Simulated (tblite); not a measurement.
Run record: tight-binding relaxation, `C[C@@H]1[GaH][CH2]C[C@H]1O[SiH3]`.

Computed with GFN2-xTB geometry optimisation, gas phase (tblite 0.8.0). Start geometry: from a force field or distance geometry. The command runs a driver script over a list of jobs; the input below is this job's line of settings and its coordinates in Å.

Command:
```bash
OMP_NUM_THREADS=1 python probes_run.py task.json out
```

Input:
```
{"job": {"kind": "relax", "xc": "GFN2-xTB", "basis": "xTB"}, "charge": 0, "multiplicity": 1}
C      0.922200    -1.892200     0.703100
C      0.777400    -0.676800    -0.206700
Ga     2.591800     0.425700     0.265900
C      1.241400     1.988700    -0.274800
C     -0.055200     1.571500     0.323500
C     -0.398000     0.165700     0.063300
O     -1.345000     0.108700    -0.936600
Si    -2.794300    -0.507000    -0.263400
H      0.312800    -2.702100     0.279300
H      0.506400    -1.649600     1.719700
H      1.982300    -2.137200     0.762400
H      0.870400    -0.981800    -1.276300
H      3.842800    -0.204900     0.093100
H      1.597200     2.972900     0.014000
H      1.405600     1.727600    -1.321800
H     -0.866800     2.229000    -0.055800
H      0.001500     1.771300     1.422200
H     -0.899500    -0.222000     1.001200
H     -2.683200    -1.925900     0.083500
H     -3.892100    -0.274800    -1.226300
H     -3.126900     0.229900     0.984700
```

Output:
```
step      E/eV     max force
  0    -660.23857    4.216
  1    -660.90503    1.708
  2    -661.11266    0.858
  3    -661.21370    0.734
  4    -661.31536    0.998
  5    -661.41253    0.998
  6    -661.49584    0.706
  7    -661.55590    0.478
  8    -661.59812    0.578
  9    -661.63806    0.700
... (242 lines left out)
252    -662.74779    0.028
253    -662.74791    0.020
254    -662.74797    0.015
255    -662.74804    0.013
256    -662.74809    0.012
257    -662.74812    0.011
258    -662.74815    0.011
259    -662.74818    0.011
260    -662.74821    0.012
261    -662.74824    0.010
```

«max force» is the largest atomic force in eV/Å.

From which step on does the largest force stay under 0.1 eV/Å, and how much energy is left to gain from there?

From step 181 (0.088 eV/Å), 33.5 meV above the end.

Summary of the converged run: energy lowered by 57.9 kcal/mol over 261 steps; largest atomic force 0.010 eV/Å at the end.

Give the final coordinates.

1.535 Å rms from the input after alignment:
```
atom  x, y, z in Å
C1     1.5672   -1.4025    1.5754
C2     0.7860   -1.1831    0.2848
Ga3    1.3442    0.1523   -1.1894
C4     0.9463    1.7971   -0.0264
C5    -0.0670    1.1335    0.9292
C6    -0.4350   -0.2736    0.4279
O7    -0.8852   -0.1345   -0.9330
Si8   -2.4700   -0.1001   -1.3503
H9     0.9132   -1.7533    2.3769
H10    2.0505   -0.4824    1.9039
H11    2.3411   -2.1510    1.4115
H12    0.4194   -2.1491   -0.0837
H13    1.6705   -0.0490   -2.7352
H14    1.7875    2.2132    0.5344
H15    0.4823    2.6320   -0.5598
H16   -0.9887    1.7182    0.9917
H17    0.3326    1.0385    1.9386
H18   -1.2392   -0.6924    1.0461
H19   -3.0944   -1.3080   -0.8049
H20   -2.3540   -0.0770   -2.7994
H21   -3.1162    1.0880   -0.7841
```

Hardware: an Arm Neoverse N1 with one thread, shared host with 64 logical CPUs at a one-minute load of 61. Cost: 4.5 s of wall time.
Labels such as C1 count atoms from 1, the log's own numbers from 0.
